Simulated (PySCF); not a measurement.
Method: PySCF with B3LYP-D3(BJ)/def2-TZVP // PBE0-D4/def2-SVP. Isolated molecules, 0 K electronic values unless said otherwise. One relaxed conformer stands for a flexible species; it need not be the lowest. B3LYP has the VWN-RPA correlation part, as in Gaussian. Excitations are Tamm–Dancoff values on a coarser integration grid. The basis has no diffuse functions, so Rydberg states are missing or too high.

Reference species (SMILES): `Bc1cc(S)cs1` (neutral, multiplicity 1).

```json
{
 "S1 excitation (TDA)": "3.76 eV",
 "HOMO": "-6.67 eV"
}
```

Changed species: `Sc1sccc1B`.

Question: What does the change do to the S1 excitation (TDA) and HOMO?

Answer: the S1 excitation (TDA) decreases by 0.15 eV, to 3.61 eV; the HOMO increases by 0.45 eV, to -6.22 eV.
